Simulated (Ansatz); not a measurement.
# Correcting a cheap level on molecular compounds of Li

The vertical ionisation energy (cation less neutral) in eV of 6 molecular compounds of Li: x at PBE-D4/def2-TZVPP, y at CCSD(T)/def2-TZVPP. Shapes, held fixed at every level: PBE0-D4/def2-TZVP. Programs: Ansatz 0.2.0.

| molecule | x (eV) | y (eV) |
| --- | --- | --- |
| CH3LiS (SMILES [Li][S]C) | 7.40 | 7.33 |
| CH3LiO (SMILES [Li][O]C) | 8.15 | 8.19 |
| LiSH (SMILES [Li][SH]) | 8.17 | ? |
| LiBr (SMILES [Li][Br]) | 9.46 | 9.29 |
| LiCl (SMILES [Li][Cl]) | 10.05 | 9.82 |
| LiF (SMILES [Li][F]) | 11.79 | 11.34 |

Task: Fit y = c + s·x to the known rows and predict y for LiSH.

Result: 
1. Means of the 5 rows: x = 9.3700, y = 9.194.
2. Σ(Δx)² = 11.696, Σ(Δx·Δy) = 10.525, so the slope is 10.525/11.696 = 0.89988.
3. Intercept: 9.194 − (0.89988) × 9.3700 = 0.762. The largest residual of the fit is 0.094.
4. LiSH: 0.762 + 0.89988 × 8.17 = 8.11 eV.

CCSD(T)/def2-TZVPP gives 8.00 eV, so the prediction is off by +0.11 eV, about the largest residual. Uncorrected, PBE-D4/def2-TZVPP misses it by +0.17 eV, and the other rows by 0.19 on average. The line removes about 40 % of this miss. Left out in turn, the other rows are missed by 0.10 eV on average, so much of the error is systematic among these molecules. Cations run unrestricted. Relativity is left out for Br. Outer-core shells of Br, Li are correlated, in sets that cover them unevenly.
